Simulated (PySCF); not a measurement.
PySCF input for FH₃OSn, SMILES [SnH2]([OH])[F], IEF-PCM-ωB97X/def2-SVP. Coordinates come from a PBE0-D3(BJ)/def2-TZVP optimisation. The geometry has at least one imaginary mode, so it is a saddle point at that level. The def2 effective core potentials stand for the cores of Sn; spin–orbit coupling is left out. Other conformers were not sampled.

```python
import numpy as np
from pyscf import gto, scf, dft
from pyscf.solvent import pcm

mol = gto.M(
    atom='''
    Sn    0.29695168    0.02353057    0.00000000
    O    -0.77502486   -1.60536912   -0.00000000
    F    -1.02498562    1.41967650   -0.00000000
    H     1.14764446    0.15450451   -1.46360262
    H     1.14764447    0.15450452    1.46360260
    H    -1.71780367   -1.41967313    0.00000000
    ''',
    basis='def2-SVP',
    ecp={'Sn': 'def2-svp'},
    charge=0,
    spin=0,
    max_memory=1600,
    verbose=3,
)
mf = dft.RKS(mol, xc='wb97x').density_fit(auxbasis='def2-universal-jkfit')
mf.grids.level = 3
mf.conv_tol = 1e-9
mf.max_cycle = 100
mf.kernel()
res = {}
for name, eps in {'water': 78.355, 'diethylether': 4.24, 'chloroform': 4.7113}.items():
    s = mf.PCM()
    s.with_solvent.method, s.with_solvent.eps, s.with_solvent.lebedev_order = 'IEF-PCM', eps, 29
    s.kernel(mf.make_rdm1())
    res[name] = (s.e_tot, eps, s.dip_moment(), s.mo_energy, s.converged)
    print(f'{name}: electrostatic solvation free energy {(s.e_tot - mf.e_tot) * 627.509474:.3f} kcal/mol')
```

Output:

```
converged SCF energy = -391.043256529292

WARN: PCM is an experimental feature. It is still in testing.
Features and APIs may be changed in the future.

converged SCF energy = -391.053965442782
Dipole moment(X, Y, Z, Debye):  1.72426, -0.17524,  0.00000
water: electrostatic solvation free energy -6.720 kcal/mol

WARN: PCM is an experimental feature. It is still in testing.
Features and APIs may be changed in the future.

converged SCF energy = -391.050629003039
Dipole moment(X, Y, Z, Debye):  1.63157, -0.19121,  0.00000
diethylether: electrostatic solvation free energy -4.626 kcal/mol

WARN: PCM is an experimental feature. It is still in testing.
Features and APIs may be changed in the future.

converged SCF energy = -391.050946072111
Dipole moment(X, Y, Z, Debye):  1.64056, -0.19005,  0.00000
chloroform: electrostatic solvation free energy -4.825 kcal/mol
```

The calculation finished and met its thresholds.

Cost: about 40 core-seconds (a rough figure).
